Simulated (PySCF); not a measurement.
**Manganese: a sound run and one with changed settings**

Sound run: Mn²⁺ [Ar] 3d5, Mn³⁺ [Ar] 3d4. All numbers are calculated (PySCF 2.14, no relativity, point nucleus, in cc-pVTZ (7s6p4d2f1g, 68 functions)). The sound run starts from symmetry-adapted Hartree-Fock orbitals and uses a fine grid where one is needed.

Changed run: radial step 0.8 in ln r (0.13 in the sound run). This setting is unsound on purpose.

```tsv
species	method	sound run (hartree)	changed run (hartree)	converged
Mn²⁺	UHF	-1149.10923	-1149.10923	yes
Mn²⁺	PBE0	-1149.94591	-1150.08626	yes
Mn²⁺	r2SCAN	-1150.13111	-1150.11652	yes
Mn³⁺	UHF	-1147.91162	-1147.91162	yes
Mn³⁺	PBE0	-1148.69332	-1148.85749	yes
Mn³⁺	r2SCAN	-1148.87747	-1148.89807	yes
```

Ionisation energy of Mn²⁺:

| method | sound run (eV) | changed run (eV) |
| --- | --- | --- |
| UHF | 32.589 | 32.589 |
| PBE0 | 34.085 | 33.436 |
| r2SCAN | 34.113 | 33.156 |

A coarse radial grid mis-integrates the density and the exchange-correlation energy, with errors of either sign; Hartree-Fock needs no grid.

For comparison, NIST gives 33.668 ± 0.012 eV between the lowest levels.
